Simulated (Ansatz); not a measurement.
`[OH][GeH2][SnH3]` + HBr → `[OH][GeH2][Br]` + `[SnH4]` at 700 K and 1 bar (cleavage of the Ge–Sn bond).

Calculated with Ansatz (gas phase, PBE0-D4/def2-TZVP geometries, no zero-point term in ΔE). CCSD(T)/CBS is the MP2 limit (def2-TZVPP, def2-QZVPP) plus CCSD(T) − MP2 in def2-TZVPP, frozen cores. def2 core potentials past Kr. For Br, Ge, Sn outer-core shells are correlated without core-valence functions, which leaves a few kJ/mol of doubt a bond. Scalar relativity is left out up to krypton. One conformer a species, not always the lowest.

| species | CCSD(T)/CBS energy (Eh) | H − E (kJ/mol) | S (J/(mol·K)) |
| --- | --- | --- | --- |
| `[OH][GeH2][SnH3]` | -2368.92338 | 206.4 | 476.6 |
| HBr | -2573.91920 | 36.5 | 223.7 |
| `[OH][GeH2][Br]` | -4726.46896 | 132.9 | 392.0 |
| `[SnH4]` | -216.39156 | 106.0 | 282.9 |

H − E and S are ideal-gas, rigid-rotor, harmonic terms from PBE0-D4/def2-TZVP, for one conformer and one mirror image of each species. 1 Eh = 2625.50 kJ/mol, R = 8.31446 J/(mol·K).

Question: By hand: ΔE, ΔH, ΔS and ΔG.

Answer: ΔE = (-4726.46896) + (-216.39156) − (-2368.92338) − (-2573.91920) = -0.01794 Eh = -47.1 kJ/mol. Δ(H − E) = 132.9 + 106.0 − 206.4 − 36.5 = -4.0, so ΔH = -51.1 kJ/mol. ΔS = 392.0 + 282.9 − 476.6 − 223.7 = -25.4 J/(mol·K). ΔG = -51.1 − 700 × (-25.4)/1000 = -33.3 kJ/mol.

Question: By hand: the equilibrium constant, and the temperature at which ΔG would vanish if ΔH and ΔS stayed fixed.

Answer: log₁₀ K = −ΔG/(RT ln 10) = 2.5. ΔG = 0 at ΔH/ΔS = 2012 K.

TΔS isn't small against ΔH here. A doubt of 5 kJ/mol in ΔE shifts log₁₀ K by 0.4 here. Other conformers and mirror images would add mixing entropy, several J/(mol·K) or more a flexible species. Modes under 60 cm⁻¹, often nearly free rotors, make the harmonic entropy too high. These are equilibria of isolated gas molecules and say nothing of rates. Largest T1 diagnostic: 0.013 (customary marks: 0.02 for closed shells, 0.045 for open ones).
